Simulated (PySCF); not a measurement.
**Cu (copper, neutral): B3LYP calculation**

Configuration: [Ar] 3d10 4s1, 2S determinant. Calculation: PySCF 2.14, in cc-pVTZ-DK (7s6p4d2f1g, 68 functions); scalar relativity by spin-free X2C-1e.

| Quantity | Value |
| --- | --- |
| Total energy | -1654.831 hartree |
| One-electron energy | -2306.115 hartree |
| Hartree (Coulomb) energy | 719.398 hartree |
| Exchange-correlation energy | -68.113 hartree |
| ⟨S²⟩ | 0.7510 |
| ⟨L²⟩ | 0.000 |
| Sum of ⟨r⟩ | 20.98 bohr |
| Sum of ⟨r²⟩ | 30.60 bohr² |
| Langevin diamagnetic susceptibility | -24.2 ×10⁻⁶ cm³/mol |
| Time after the integrals | 0.79 s of wall time on 1 thread of Intel(R) Xeon(R) Platinum 8375C CPU @ 2.90GHz (shared host) |

```
shell  electrons  mean orbital energy (eV)  rms radius, mean of both spins (bohr)
 1s α          1                   -8884.6                                 0.0601
 1s β          1                   -8884.5                                 0.0601
 2s β          1                   -1076.2                                  0.255
 2s α          1                   -1076.2                                  0.255
 2p β          3                   -928.47                                  0.228
 2p α          3                   -928.46                                  0.228
 3s α          1                   -119.50                                  0.766
 3s β          1                   -119.48                                  0.766
 3p β          3                   -75.804                                  0.817
 3p α          3                   -75.791                                  0.817
 3d α          5                    -6.600                                   1.21
 3d β          5                    -6.504                                   1.21
 4s α          1                    -5.418                                   3.20
```

Densities and radii are taken from the X2C orbitals without a picture-change correction, which distorts them close to the nucleus.
